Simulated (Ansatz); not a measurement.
```xyz
3

Sc    0.0000    0.0000    0.0000
C     0.0000    0.0000    2.1000
O     0.0000    0.0000    3.2500
```

Basis set: pcseg-2 (spherical functions). Charge 0, multiplicity 4.

Computed with Ansatz (development build ahead of 0.2.0); each method stands on the lowest determinant of its kind that the runs found. Restricted functionals stand beside restricted open-shell atoms, which can lie above the unrestricted atoms usual in DFT and then raise those values.

The atomization energy at this shape (free ground-state atoms in the same class of orbitals less the molecule, no zero-point energy) of quartet COSc:

```tsv
method	atomization energy
PBE0 (restricted open-shell)	279.52 kcal/mol
```

Question: What does PBE0 (unrestricted) give?

Answer: 276.09 kcal/mol. Caution: other spin multiplicities may lie lower. Caution for PBE0 (unrestricted): a free atom is spin contaminated.

The shape needn't be a minimum at these levels.
